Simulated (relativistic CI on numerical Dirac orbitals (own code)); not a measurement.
## Sensitivity of the levels of Tb43+ to α and to the nuclear radius

Computed by Dirac-Coulomb-Breit CI, KLI orbitals optimised for each configuration, derivatives by finite differences, unscaled Slater integrals, QED left out (own radial code, finite nucleus).

Configurations in the expansion (outside the closed core [Ne] 3s2): 3p6 3d4, 3p5 3d5, 3p6 3d3 4p, 3p6 3d2 4s 4p, 3p6 3d2 4s2, 3p6 3d 4s2 4p. Double excitations out of closed p, d and f shells are left out; levels of such configurations are missing from the list, as are those of other unlisted configurations, and high levels can miss mixing partners.

With x = (α/α₀)² − 1 an excitation energy changes as ω = ω₀ + qx; K = 2q/ω₀ is the relative enhancement. Terms are leading LS components, so labels can repeat. The field-shift factor is F = δν/δ⟨r²⟩ for the transition from the lowest level.

Lowest level 3p6 3d4 3P_0.

```csv
Level,ω₀ (cm⁻¹),q (cm⁻¹),F (GHz/fm²)
3p6 3d4 5D_1,248567,313300,4.76
3p6 3d4 3F_4,334772,305000,5.01
3p6 3d4 5D_2,342699,349400,5.57
3p6 3d4 3F_3,370884,338500,5.53
3p6 3d4 5D_0,565262,617900,9.66
3p6 3d4 5D_2,579872,583900,9.3
3p6 3d4 3H_4,580550,619700,9.77
3p6 3d4 5D_3,597737,613800,9.75
3p6 3d4 3H_5,624202,607800,9.8
3p6 3d4 3H_6,643391,604900,9.86
3p6 3d4 3P_1,657048,632400,10.2
3p6 3d4 3G_4,685538,617200,10.1
3p6 3d4 3F_3,690282,602900,9.96
3p6 3d4 3D_2,700007,621500,10.2
3p6 3d4 3F_2,786973,633000,10.7
3p6 3d4 3F_4,816111,671300,11.3
3p6 3d4 3P_2,904877,660600,11.4
3p6 3d4 1G_4,911211,872800,14.1
3p6 3d4 3F_3,915013,916000,14.6
3p6 3d4 3G_5,950452,924000,14.9
3p6 3d4 1I_6,953908,917000,14.8
3p6 3d4 3D_1,954279,916100,14.8
3p6 3d4 3P_0,976722,777900,13.1
```

At this charge energies of transitions that change n are usually good to better than 1 %, and those within a shell (Δn = 0) to a few per cent.

Which transition from the lowest level has the largest |K|?

3p6 3d4 5D_1 at 248567 cm⁻¹, K = 2.52.
